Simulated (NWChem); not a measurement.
Everything below was run with NWChem. System: HIOSi, charge 0, spin multiplicity 1, at a geometry optimised with PBE0/def2-SVP with def2 effective core potentials on I. The structure started from a generated list of species. Level: G0W0@PBE/def2-TZVP with def2 effective core potentials on I, RI basis def2-tzvp-rifit, no spin-orbit coupling.

Input file:

```
start mol
memory heap 200 mb stack 700 mb global 1700 mb
geometry units angstroms nocenter noautoz
  Si    -1.134760    -1.274546     0.000000
  I      0.296630     0.767964     0.000000
  O      0.054668    -2.438824     0.000000
  H     -0.272090    -3.347867     0.000000
  symmetry group Cs
end
basis spherical
  * library def2-tzvp
end
ecp
  I library def2-ecp
end
basis "ri basis" bse spherical
  * library def2-tzvp-rifit
end
dft
  xc xpbe96 cpbe96
  iterations 100
  direct
  tolerances tight
end
task dft energy
gw
  states alpha occ 4 vir 2
end
task dft gw
```

Part of the output:

```
             Northwest Computational Chemistry Package (NWChem) 7.3.0
             --------------------------------------------------------

                                NWChem Input Module
                                -------------------

 Scaling coordinates for geometry "geometry" by  1.889725989
 (inverse scale =  0.529177249)

 Turning off AUTOSYM since
 SYMMETRY directive was detected!

                             Geometry "geometry" -> ""
                             -------------------------

 Output coordinates in angstroms (scale by  1.889725989 to convert to a.u.)

  No.       Tag          Charge          X              Y              Z
 ---- ---------------- ---------- -------------- -------------- --------------
    1 Si                  14.0000    -1.13476000    -1.27454600     0.00000000
    2 I                   53.0000     0.29663000     0.76796400     0.00000000
    3 O                    8.0000     0.05466800    -2.43882400     0.00000000
    4 H                    1.0000    -0.27209000    -3.34786700     0.00000000

 Effective nuclear repulsion energy (a.u.)     277.2386591936

            Nuclear Dipole moment (a.u.)
            ----------------------------
        X                 Y               Z
 ---------------- ---------------- ----------------
     0.0000075589    -0.0000207870     0.0000000000

      Symmetry information
      --------------------

 Group name             Cs
 Group number              2
 Group order               2
 No. of unique centers     4

      Symmetry unique atoms

     1    2    3    4


 Summary of "ao basis" -> "" (spherical)
 ------------------------------------------------------------------------------
       Tag                 Description            Shells   Functions and Types
 ---------------- ------------------------------  ------  ---------------------
 *                         def2-tzvp                  on all atoms

 Summary of "ri basis" -> "" (spherical)
 ------------------------------------------------------------------------------
       Tag                 Description            Shells   Functions and Types
 ---------------- ------------------------------  ------  ---------------------
 *                      def2-tzvp-rifit               on all atoms

  pbe96 is a nonlocal functional; adding pw91lda local functional.

                                 NWChem DFT Module
                                 -----------------

 Summary of "ao basis" -> "ao basis" (spherical)
 ------------------------------------------------------------------------------
       Tag                 Description            Shells   Functions and Types
 ---------------- ------------------------------  ------  ---------------------
 Si                        def2-tzvp                13       37   5s5p2d1f
 I                         def2-tzvp                16       50   6s5p3d2f
 O                         def2-tzvp                11       31   5s3p2d1f
 H                         def2-tzvp                 4        6   3s1p

 Summary of "ao basis" -> "ao basis" (spherical)
 ------------------------------------------------------------------------------
       Tag                 Description            Shells   Functions and Types
 ---------------- ------------------------------  ------  ---------------------
 Si                        def2-tzvp                13       37   5s5p2d1f
 I                         def2-tzvp                16       50   6s5p3d2f
 O                         def2-tzvp                11       31   5s3p2d1f
[...]
     4      0.321028  1 Si s                 47     -0.304437  2 I  px
    50      0.247958  2 I  px                15     -0.228075  1 Si px
    56      0.203974  2 I  px                 3     -0.193296  1 Si s
    93      0.175447  3 O  px                96      0.145187  3 O  px

 Vector   25  Occ=0.000000D+00  E=-1.124775D-01  Symmetry=a"
              MO Center= -9.8D-01, -1.1D+00,  1.8D-15, r^2= 3.4D+00
   Bfn.  Coefficient  Atom+Function         Bfn.  Coefficient  Atom+Function
  ----- ------------  ---------------      ----- ------------  ---------------
    17      0.514929  1 Si pz                20      0.481000  1 Si pz
   101     -0.184747  3 O  pz                95     -0.180505  3 O  pz
    58     -0.179411  2 I  pz                55     -0.177848  2 I  pz
     8     -0.162522  1 Si pz                14      0.158042  1 Si pz
    49      0.151228  2 I  pz                98     -0.142733  3 O  pz

 Vector   26  Occ=0.000000D+00  E=-4.587434D-02  Symmetry=a'
              MO Center= -8.6D-01, -1.1D+00, -3.1D-15, r^2= 5.9D+00
   Bfn.  Coefficient  Atom+Function         Bfn.  Coefficient  Atom+Function
  ----- ------------  ---------------      ----- ------------  ---------------
    19      0.757481  1 Si py                43     -0.486033  2 I  s
    16      0.414007  1 Si py                57      0.367246  2 I  py
    56      0.341470  2 I  px                92      0.312875  3 O  s
    18      0.240524  1 Si px                 4      0.201733  1 Si s
   121     -0.192712  4 H  s                 53      0.191185  2 I  px

 Vector   27  Occ=0.000000D+00  E=-2.549731D-02  Symmetry=a'
              MO Center= -5.7D-01, -1.5D+00, -1.3D-14, r^2= 6.2D+00
   Bfn.  Coefficient  Atom+Function         Bfn.  Coefficient  Atom+Function
  ----- ------------  ---------------      ----- ------------  ---------------
    92      0.784063  3 O  s                121     -0.694717  4 H  s
    18     -0.553498  1 Si px                 5     -0.388323  1 Si s
    57     -0.368517  2 I  py                15     -0.351251  1 Si px
     4     -0.185230  1 Si s                 43      0.183242  2 I  s
   120     -0.165077  4 H  s                 90      0.162303  3 O  s

 center of mass
 --------------
 x =   0.07141503 y =   0.21344858 z =   0.00000000

 moments of inertia (a.u.)
 ------------------
         801.804155918879        -240.771976246229           0.000000000000
        -240.771976246229         168.083443005186           0.000000000000
           0.000000000000           0.000000000000         969.887598924064

     Multipole analysis of the density
     ---------------------------------

     L   x y z        total         alpha         beta         nuclear
     -   - - -        -----         -----         ----         -------
     0   0 0 0     -0.000000    -24.000000    -24.000000     48.000000

     1   1 0 0     -0.405660      7.644858      7.644858    -15.695376
     1   0 1 0     -0.924861     19.854961     19.854961    -40.634784
     1   0 0 1     -0.000000     -0.000000     -0.000000      0.000000

     2   2 0 0    -35.058039    -53.820316    -53.820316     72.582594
     2   1 1 0      2.552504    -44.768335    -44.768335     92.089173
     2   1 0 1      0.000000      0.000000      0.000000      0.000000
     2   0 2 0    -26.986972   -185.400730   -185.400730    343.814488
     2   0 1 1     -0.000000     -0.000000     -0.000000      0.000000
     2   0 0 2    -33.437589    -16.718794    -16.718794      0.000000

 Task  times  cpu:       18.1s     wall:       18.1s

                                NWChem Input Module
                                -------------------

                                 NWChem GW Module
                                 ----------------

                             ***********************
                             ***        GW       ***
                             ***********************

 Summary of "ri basis" -> "ri basis" (spherical)
 ------------------------------------------------------------------------------
       Tag                 Description            Shells   Functions and Types
 ---------------- ------------------------------  ------  ---------------------
 Si                     def2-tzvp-rifit             29      113   9s7p6d5f2g
 I                      def2-tzvp-rifit             38      184   9s8p8d6f4g3h
 O                      def2-tzvp-rifit             22       76   8s6p4d3f1g
 H                      def2-tzvp-rifit              7       15   4s2p1d

                 Memory Information
                 ------------------
          Available GA per process is          1699.9 MBs
          Available stack per process is        700.0 MBs
          Available heap per process is           0.0 MBs

          Peak memory in Initialization
              Peak GA per process is                 10.7 MBs
              Peak stack per process is               0.2 MBs
              Peak heap per process is               11.4 MBs
              Memory not in MA per process            0.0 MBs

          Peak memory in AFF Calculation
              Peak GA per process is                 60.5 MBs
              Peak stack per process is              43.9 MBs
              Peak heap per process is                0.0 MBs
              Memory not in MA per process           43.9 MBs

          Computing 2-center integrals
          Computing Inverse Cholesky factor
          Computing 3-center integrals
          Computing V_xc ...

          Computing Sigma_x
          Computing RPA polarizability
          Solving quasiparticle equations

                  Alpha Orbitals
          State     Energy (eV)     Error (eV)
          -----------------------------------
@GW        21        -11.702           0.004
@GW        22         -9.182           0.002
@GW        23         -9.158           0.002
@GW        24         -8.618           0.002
@GW        25         -0.601           0.002
@GW        26          1.208           0.002

   Applying  -2.6317 eV scissor-shift to rest of particle states

   Applying   2.4599 eV scissor-shift to rest of hole states

     GW Timing Statistics
   ------------------------
   Init.   :          0.1s
     ERIs  :          1.1s
     Distr.:          0.0s
     Vxc   :          0.3s
   Sigma_x :          0.0s
   RPA     :          2.4s
   Wmn     :          0.0s
   Sigma_c :          0.0s
   GW total:          4.0s

 Task  times  cpu:        4.0s     wall:        4.0s

 Total times  cpu:       22.1s     wall:       22.1s
```
